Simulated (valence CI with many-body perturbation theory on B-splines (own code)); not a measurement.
## Pb IX: E2, M1 decay

Method: relativistic CI+MBPT: six valence electrons over a frozen Dirac-Fock core [Xe] 4f14, a basis of 7 s, 7 p, 8 d, 6 f, 4 g, 1 h functions for each j, with the one-electron correlation potential Σ1, the two-electron term Σ2, the three-electron term Σ3, Breit, model QED; selected CI, second order for the rest, scaled by the run's own slope (own B-spline code, finite nucleus).

No measured levels were compared; by estimate terms of the open shell hold to 2 to 4 % of their energy, and close levels can change places; different configurations can be misplaced against each other by 1,000 to 8,000 cm⁻¹. Among the levels kept, up to 600 cm⁻¹ of a level comes from second order outside the variational space, and about a tenth of that is noise between levels of different J, which matters for small intervals. Only levels of the ground parity were solved; by the run's estimate the other parity begins above the list, which can be wrong where configurations are misplaced.

Lines 51 to 100 of 110 in falling wavelength, among levels below 87981 cm⁻¹, chosen from the decays that carry over 1 % of a level's rate. Wavelengths and rates use the calculated energies, so an error of 2000 cm⁻¹ moves a line at 3400 Å by 6.8 % and its rate by three times that or more. Electric multipoles are in the length gauge, E1 and E2 with the static RPA response of the core. Weak lines are less certain than strong ones. Lines between different terms over intervals too small for the method are left out, as are lines whose strength nearly cancels. Where a level lies close to another of its J and parity, the split of strength between their lines is uncertain. The highest levels of a list are the least certain. Branching is blank where the lifetime is uncertain.

Levels are named by their leading jj configuration (3d3/2^4 stands for four electrons in 3d with j = 3/2), which in mixed levels can hold well under half, so a name can repeat and another be missing. Letters in brackets count levels of one name in rising energy.

```csv
λ vac (Å),Upper,Lower,Type,A (s⁻¹),Branch %
3400,(5d3/2^2 5d5/2^4) J=4 [a],(5d3/2^3 5d5/2^3) J=4 [a],M1,3.08e+02,58.3
3377,(5d3/2 5d5/2^5) J=1,(5d3/2^2 5d5/2^4) J=0,M1,2.82e+02,16.2
3356,(5d3/2^2 5d5/2^4) J=4 [c],(5d3/2^3 5d5/2^3) J=3 [c],M1,1.03e+02,14.7
3350,(5d3/2^2 5d5/2^4) J=0,(5d3/2^3 5d5/2^3) J=1 [a],M1,8.77e+02,100.0
3343,(5d3/2^3 5d5/2^3) J=2 [a],(5d3/2^4 5d5/2^2) J=2,M1,1.72e+02,64.7
3334,(5d3/2^2 5d5/2^4) J=6,(5d3/2^3 5d5/2^3) J=6,M1,1.53e+02,68.7
3329,(5d3/2^2 5d5/2^4) J=2 [b],(5d3/2^2 5d5/2^4) J=2 [a],M1,1.25e+02,27.3
3254,(5d3/2^3 5d5/2^3) J=1 [b],(5d3/2^4 5d5/2^2) J=0,M1,1.11e+02,51.9
3252,(5d3/2^2 5d5/2^4) J=6,(5d3/2^3 5d5/2^3) J=5,M1,6.88e+01,30.9
3240,(5d3/2^3 5d5/2^3) J=3 [b],(5d3/2^4 5d5/2^2) J=2,M1,2.23e+01,9.8
3238,(5d3/2^3 5d5/2^3) J=2 [b],(5d3/2^3 5d5/2^3) J=1 [a],M1,2.51e+01,11.4
3193,(5d3/2^3 5d5/2^3) J=3 [c],(5d3/2^3 5d5/2^3) J=4 [a],M1,4.89e+01,14.2
3169,(5d3/2^2 5d5/2^4) J=1,(5d3/2^3 5d5/2^3) J=2 [a],M1,1.02e+01,2.8
3154,(5d3/2^2 5d5/2^4) J=4 [c],(5d3/2^2 5d5/2^4) J=4 [a],M1,3.86e+01,5.5
3137,(5d3/2^2 5d5/2^4) J=2 [c],(5d3/2^3 5d5/2^3) J=2 [b],M1,1.39e+02,19.5
3118,(5d3/2^3 5d5/2^3) J=0,(5d3/2^3 5d5/2^3) J=1 [a],M1,9.32e+00,41.6
3049,(5d3/2^2 5d5/2^4) J=5,(5d3/2^3 5d5/2^3) J=4 [a],M1,8.21e+00,3.0
3042,(5d3/2^3 5d5/2^3) J=5,(5d3/2^4 5d5/2^2) J=4,M1,4.13e+01,88.6
3004,(5d3/2^2 5d5/2^4) J=4 [b],(5d3/2^3 5d5/2^3) J=3 [b],M1,7.23e+01,20.8
2974,(5d3/2^3 5d5/2^3) J=6,(5d3/2^4 5d5/2^2) J=4,E2,3.06e-03,
2958,(5d3/2^2 5d5/2^4) J=2 [b],(5d3/2^3 5d5/2^3) J=3 [b],M1,1.03e+02,22.6
2898,(5d3/2^2 5d5/2^4) J=2 [c],(5d3/2^3 5d5/2^3) J=1 [b],M1,1.16e+02,16.3
2888,(5d3/2^2 5d5/2^4) J=2 [a],(5d3/2^4 5d5/2^2) J=2,M1,6.74e+00,1.3
2877,(5d3/2^2 5d5/2^4) J=2 [b],(5d3/2^3 5d5/2^3) J=2 [a],M1,9.05e+01,19.8
2825,(5d3/2^2 5d5/2^4) J=4 [c],(5d3/2^3 5d5/2^3) J=4 [b],M1,1.86e+02,26.4
2808,(5d3/2^3 5d5/2^3) J=3 [d],(5d3/2^3 5d5/2^3) J=4 [a],M1,9.70e+01,29.0
2788,(5d3/2^3 5d5/2^3) J=2 [b],(5d3/2^3 5d5/2^3) J=3 [a],M1,8.72e+01,39.5
2659,(5d3/2^2 5d5/2^4) J=4 [a],(5d3/2^3 5d5/2^3) J=3 [a],M1,2.06e+01,3.9
2643,(5d3/2^2 5d5/2^4) J=3,(5d3/2^3 5d5/2^3) J=4 [a],M1,8.76e+01,26.7
2617,(5d3/2 5d5/2^5) J=1,(5d3/2^2 5d5/2^4) J=2 [a],M1,8.51e+02,48.9
2538,(5d3/2^3 5d5/2^3) J=3 [b],(5d3/2^4 5d5/2^2) J=4,M1,1.44e+02,63.4
2530,(5d3/2^3 5d5/2^3) J=3 [c],(5d3/2^3 5d5/2^3) J=3 [a],M1,8.12e+01,23.7
2511,(5d3/2^2 5d5/2^4) J=4 [b],(5d3/2^3 5d5/2^3) J=5,M1,2.12e+02,61.2
2409,(5d3/2^2 5d5/2^4) J=2 [c],(5d3/2^2 5d5/2^4) J=2 [a],M1,5.71e+01,8.0
2401,(5d3/2^3 5d5/2^3) J=1 [b],(5d3/2^4 5d5/2^2) J=2,M1,2.78e+01,13.0
2329,(5d3/2 5d5/2^5) J=1,(5d3/2^3 5d5/2^3) J=2 [a],M1,3.28e+02,18.8
2282,(5d3/2^3 5d5/2^3) J=3 [d],(5d3/2^3 5d5/2^3) J=3 [a],M1,1.75e+02,52.2
2259,(5d3/2^3 5d5/2^3) J=2 [b],(5d3/2^4 5d5/2^2) J=2,M1,8.42e+01,38.2
2209,(5d3/2^2 5d5/2^4) J=2 [c],(5d3/2^3 5d5/2^3) J=3 [b],M1,6.02e+01,8.5
2200,(5d3/2^3 5d5/2^3) J=0,(5d3/2^4 5d5/2^2) J=2,E2,1.23e+01,54.8
2163,(5d3/2^2 5d5/2^4) J=2 [c],(5d3/2^3 5d5/2^3) J=2 [a],M1,7.51e+01,10.5
2087,(5d3/2^3 5d5/2^3) J=3 [c],(5d3/2^4 5d5/2^2) J=2,M1,3.58e+01,10.4
2080,(5d3/2^2 5d5/2^4) J=1,(5d3/2^3 5d5/2^3) J=1 [a],M1,1.38e+02,38.0
1967,(5d3/2^3 5d5/2^3) J=4 [b],(5d3/2^4 5d5/2^2) J=4,M1,1.88e+00,1.3
1915,(5d3/2^3 5d5/2^3) J=3 [d],(5d3/2^4 5d5/2^2) J=2,M1,2.04e+01,6.1
1873,(5d3/2^2 5d5/2^4) J=4 [c],(5d3/2^3 5d5/2^3) J=5,M1,1.22e+01,1.7
1834,(5d3/2^2 5d5/2^4) J=4 [a],(5d3/2^4 5d5/2^2) J=4,M1,8.71e+01,16.5
1793,(5d3/2^2 5d5/2^4) J=4 [b],(5d3/2^3 5d5/2^3) J=3 [a],M1,1.06e+01,3.0
1777,(5d3/2^2 5d5/2^4) J=2 [b],(5d3/2^3 5d5/2^3) J=3 [a],M1,1.07e+02,23.4
1772,(5d3/2^3 5d5/2^3) J=3 [c],(5d3/2^4 5d5/2^2) J=4,M1,1.04e+02,30.4
```
